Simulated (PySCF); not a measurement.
## Cl: excitation energy

Cl [Ne] 3s2 3p5 (2P) → Cl [Ne] 3s1 3p5 3d1 (high-spin determinant), as a difference of total energies. Computed with PySCF 2.14 in aug-cc-pV(T+d)Z with one added diffuse shell each of s, p, d, f type (7s6p5d3f, 71 functions), with no relativity, point nucleus. Correlated levels: valence: [Ne] frozen. The calculations carry no spin-orbit coupling.

```json
{"method": "UHF", "excitation energy (eV)": "24.579"}
{"method": "LDA", "excitation energy (eV)": "23.077"}
{"method": "PBE", "excitation energy (eV)": "22.891"}
{"method": "PBE0", "excitation energy (eV)": "23.560"}
{"method": "r2SCAN", "excitation energy (eV)": "23.418"}
{"method": "TPSS", "excitation energy (eV)": "23.223"}
{"method": "MN15", "excitation energy (eV)": "23.058"}
{"method": "r2SCAN0", "excitation energy (eV)": "23.851"}
{"method": "wB97X-V", "excitation energy (eV)": "24.142"}
{"method": "MP2 (valence)", "excitation energy (eV)": "23.951"}
{"method": "SCS-MP2 (valence)", "excitation energy (eV)": "23.877"}
```

Q: How much does correlation contribute at MP2 (valence)?

A: 23.951 − (24.579) = -0.628 eV, measured against UHF.

A first-order spin-orbit estimate (lowest level to lowest level, LS coupling) adds -0.005 eV.

The upper state lies above the first ionisation limit, where it may autoionise and the basis confines it.

The promoted electron is Rydberg-like, and one or two diffuse shells describe it only roughly, which tends to raise the upper state.

The determinant of the upper state mixes LS terms, which raises its energy above the lowest term, most at the Hartree-Fock and MP2 levels.
